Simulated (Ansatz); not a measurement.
System: methoxyboronic acid, CH₅BO₃, net charge 0, singlet state. SMILES: O(B(O)O)C
Structure (B3LYP-D3(BJ)/def2-TZVP (Ansatz, a first-principles code) minimum search):
```xyz
10

C      1.5112    -0.2567     1.1330
O      0.8895     0.3703     0.0153
B     -0.4006     0.0815    -0.3171
O     -0.9788     0.6980    -1.3984
O     -1.1250    -0.8187     0.4185
H      0.9774    -0.0274     2.0570
H      2.5273     0.1286     1.1975
H      1.5420    -1.3404     1.0063
H     -0.3778     1.3077    -1.8373
H     -2.0185    -0.9328     0.0809
```

Quantity: vertical triplet-singlet gap (E(triplet) - E(singlet); each state is the SCF solution reached for its spin), in kcal/mol. Correlated levels leave the core frozen unless marked. UHF or UKS for open shells. Spin-orbit coupling is left out. Non-relativistic. CBS marks a two-point X^-3 extrapolation of the correlation energy; Hartree-Fock from the larger set. [CCSD(T)-MP2]/basis is that difference in the basis named.

Level to compare with: RI-MP2/CBS(aug-cc-pVTZ,aug-cc-pVQZ)+[CCSD(T)-MP2]/aug-cc-pVTZ (Ansatz), 180.4 kcal/mol. It is a level with limits of its own, and the differences hold the functionals' basis error too.

### Question
Rank these functionals by how close they come to RI-MP2/CBS(aug-cc-pVTZ,aug-cc-pVQZ)+[CCSD(T)-MP2]/aug-cc-pVTZ, closest first: wB97X-V/def2-TZVPD (Ansatz); r2SCAN/def2-TZVPD (Ansatz); PBE0/def2-TZVPD (Ansatz); CAM-B3LYP/def2-TZVPD (Ansatz).

### Answer
wB97X-V/def2-TZVPD (range-separated hybrid with VV10, 180.9 kcal/mol, difference 0.5), CAM-B3LYP/def2-TZVPD (range-separated hybrid, 174.4 kcal/mol, difference -6.0), PBE0/def2-TZVPD (global hybrid, 168.0 kcal/mol, difference -12.4), r2SCAN/def2-TZVPD (meta-GGA, 162.7 kcal/mol, difference -17.7)
